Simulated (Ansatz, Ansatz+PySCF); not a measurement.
```xyz
2

C     0.0000    0.0000   -1.0958
O     0.0000    0.0000    0.8219
```

Basis set: STO-3G (spherical functions). Left uncorrelated: 2 orbitals. Charge 0, multiplicity 1.

Computed with Ansatz (development build ahead of 0.2.0); each method stands on the lowest determinant of its kind that the runs found. Restricted open shells among the atoms or ions are ROHF, correlated in semicanonical orbitals with singles. Restricted functionals stand beside restricted open-shell atoms, which can lie above the unrestricted atoms usual in DFT and then raise those values.

The atomization energy at this shape (free ground-state atoms in the same class of orbitals less the molecule, no zero-point energy) of singlet CO:

```csv
method,atomization energy
PBE0 (unrestricted),2.63 eV
PBE0 (restricted),1.23 eV
UHF-MP2,0.62 eV
RHF-MP2,-3.24 eV
UHF-CCSD(T),2.20 eV
RHF,-4.76 eV
UHF,0.50 eV
```

Task: What does RHF-CCSD(T) give?

Result: -4.18 eV. Caution for PBE0 (unrestricted), UHF-MP2, UHF-CCSD(T), UHF: the unrestricted determinant is a mixture of spin states. Caution for PBE0 (restricted), RHF-MP2, RHF-CCSD(T), RHF: an unrestricted determinant lies well below. Caution for UHF-MP2, UHF-CCSD(T): a plain start can end on a higher determinant; large amplitudes, a single reference is doubtful. Caution for RHF-MP2, RHF-CCSD(T): bonds are stretched, where a single reference can fail. Caution for RHF-MP2, RHF-CCSD(T), RHF: the molecule lies well above its atoms at this level.

This basis has no polarisation functions and is too small for such energies, which can lie far from measured ones in either direction.
